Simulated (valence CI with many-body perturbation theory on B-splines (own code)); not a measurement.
## Au⁸⁺: what the settings do

Calculated by configuration interaction combined with many-body perturbation theory (CI+MBPT): three valence electrons over a frozen Dirac-Fock core [Xe] 4f14, a basis of 6 s, 6 p, 5 d, 5 f, 1 g functions for each j, with the one-electron correlation potential Σ1 (screened to all orders), the two-electron term Σ2, the three-electron term Σ3, Breit, model QED; selected single and double excitations, second order for the rest, scaled by the run's own slope (own B-spline code, finite nucleus).

No measured spectrum was set against this ion. As an estimate, terms of the open shell hold to 2 to 4 % of their energy, and close levels can change places; different configurations can be misplaced against each other by 1,000 to 8,000 cm⁻¹. Only levels of the ground parity were solved; by the run's estimate the other parity begins above the list, which can be wrong where configurations are misplaced.

The reference run has the lowest level (5d3/2^3) J=3/2 and an ionisation energy of 131.100 eV. Its largest variational space holds 3722 state functions.

Levels are named by their leading jj configuration (3d3/2^4 stands for four electrons in 3d with j = 3/2), which in mixed levels can hold well under half, so a name can repeat and another be missing. Letters in brackets count levels of one name in rising energy.

Changed runs:
A. Davidson tolerance 2e-05 → 0.001
B. core polarisation of operators on → off
C. hole-hole ladder in Σ2 on → off
D. box radius (bohr) 12.734 → 1.72 (bad on purpose)

Excitation energies of the reference run in cm⁻¹, and shifts in cm⁻¹:

```
                    Level  Reference  A  B       C        D
    (5d3/2^2 5d5/2) J=5/2      12192  0  0    -313   +10459
    (5d3/2^2 5d5/2) J=7/2      20119  0  0    -312         
    (5d3/2^2 5d5/2) J=3/2      21810  0  0    +607         
    (5d3/2^2 5d5/2) J=9/2      23804  0  0    -388         
    (5d3/2^2 5d5/2) J=1/2      25539  0  0    +641         
(5d3/2 5d5/2^2) J=7/2 [a]      36901  0  0    -191         
(5d3/2 5d5/2^2) J=5/2 [a]      38740  0  0    +616         
    (5d3/2 5d5/2^2) J=9/2      38774  0  0    -569         
(5d3/2 5d5/2^2) J=3/2 [a]      44577  0  0    +861         
    (5d3/2 5d5/2^2) J=1/2      46724  0  0    +917         
   (5d3/2 5d5/2^2) J=11/2      49619  0  0    -754         
(5d3/2 5d5/2^2) J=5/2 [b]      53896  0  0    +873         
   Ionisation energy (eV)    131.100  0  0  -0.103  -33.631
```

A blank means that the level has no clear partner in that run.

No effect on these energies: A, B.
